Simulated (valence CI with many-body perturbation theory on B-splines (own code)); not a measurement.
**Missing levels of Ga²⁵⁺**

Method: configuration interaction combined with many-body perturbation theory (CI+MBPT): four valence electrons over a frozen Dirac-Fock core [He], radial functions for each j: 11 s, 11 p, 10 d, 8 f, 5 g, 2 h, with the one-electron correlation potential Σ1 (screened to all orders), the two-electron term Σ2, the three-electron term Σ3, Breit, model QED; selected single and double excitations, second order for the rest, scaled by the run's own slope (own B-spline code, finite nucleus).

No measured levels were compared; by estimate levels of excited configurations hold to 0.05 to 0.15 % of their energy, terms of the ground configuration to about 0.5 %. Among the levels kept, up to 1000 cm⁻¹ of a level comes from second order outside the variational space, and about a tenth of that is noise between levels of different J, which matters for small intervals.

| Level | E (eV) |
| --- | --- |
| 2s2 2p2 3P_0 | 0.00 |
| 2s2 2p2 3P_1 | 23.16 |
| 2s2 2p2 3P_2 | 31.13 |
| 2s2 2p2 1D_2 | 60.99 |
| 2s2 2p2 1S_0 | ? |
| 2s 2p3 5S°_2 | 95.39 |
| 2s 2p3 3D°_1 | 136.24 |
| 2s 2p3 3D°_2 | 139.36 |
| 2s 2p3 3D°_3 | ? |
| 2s 2p3 3P°_0 | 165.59 |
| 2s 2p3 3P°_1 | 168.57 |
| 2s 2p3 3P°_2 | 173.75 |
| 2s 2p3 3S°_1 | 189.44 |
| 2s 2p3 1D°_2 | 202.83 |
| 2s 2p3 1P°_1 | ? |
| 2p4 3P_2 | 278.01 |
| 2p4 3P_0 | ? |
| 2p4 3P_1 | ? |
| 2p4 1D_2 | ? |
| 2p4 1S_0 | 359.43 |

Names give the largest LS component (configuration and term), which can be under half, so a name can repeat, a term be missing and a line seem to break the LS rules; names also repeat where a configuration has a term twice.

(1) The levels stand in rising order. What does the calculation give for the missing energies?

Results:

(1) 2s2 2p2 1S_0 80.80; 2s 2p3 3D°_3 148.16; 2s 2p3 1P°_1 226.95; 2p4 3P_0 296.30; 2p4 3P_1 305.02; 2p4 1D_2 315.98.
